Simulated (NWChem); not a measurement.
System: C3H4O; SMILES C1=COC1

NWChem input:

```
start job
memory heap 200 mb stack 900 mb global 1100 mb
geometry units angstroms noautosym nocenter noautoz
  C     -0.503660    -0.931966     0.000000
  C      0.797294    -0.553841     0.000000
  O      0.629254     0.821730     0.000000
  C     -0.819955     0.545809     0.000000
  H     -1.076291    -1.863447     0.000000
  H      1.806774    -0.993198     0.000000
  H     -1.292078     0.971210    -0.910662
  H     -1.292078     0.971210     0.910662
end
basis spherical
  C library def2-svp
  O library def2-svp
  H library def2-svp
end
dft
  xc hfexch
  iterations 150
end
property
  efieldgrad
end
task dft property
```

Structure relaxed at the PBE-D3(BJ)/def2-SVP level.

Vzz is the largest principal value of the second derivative of the potential at the nucleus (NWChem prints the opposite sign); η is the asymmetry. Non-relativistic.

Atoms are numbered as in the input.

Question: What results follow from this input? (Hartree-Fock/def2-SVP.) Quantities: Vzz O3 (a.u.); η O3.

Answer: 
```
Item            Value
-------------  ------
Vzz O3 (a.u.)  -1.791
η O3             0.76
```
